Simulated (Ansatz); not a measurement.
`C/C=C\[NH][AlH2]` + `BBO` → `BB[O][AlH2]` + `C/C=C/N`  (ligand exchange at the Al–N bond)

Calculated with Ansatz (gas phase, PBE0-D4/def2-TZVP geometries, no zero-point term in ΔE). CBS: MP2 limit from def2 TZ/QZ plus the TZ coupled-cluster correction, frozen cores. Double bonds are as drawn, so ΔE can hold a change between cis and trans. Functionals use def2-TZVPP. One conformer a species, not always the lowest.

```
 level  ΔE (kJ/mol)
B2PLYP        -36.0
  PBE0        -32.7
```

Task: What does CCSD(T)/CBS give? (Best estimate.)

Result: Ansatz gave: -32.0 kJ/mol. The listed levels differ from it by -4.0, -0.7 kJ/mol.

Largest T1 diagnostic among the species: 0.014.

In def2-TZVPP, CCSD(T) changes the Hartree–Fock value by +19.5 kJ/mol (the triples alone add +3.2 kJ/mol) and MP2 by +20.7 kJ/mol. The D4 term adds +4.4 kJ/mol with B3LYP and +2.4 kJ/mol with PBE0; it sums over pairs of atoms, weighted by their polarisabilities, and B3LYP, whose exchange is more repulsive, gets the larger term.

B3LYP here is the variant with VWN-RPA as its local correlation; programs differ in this.
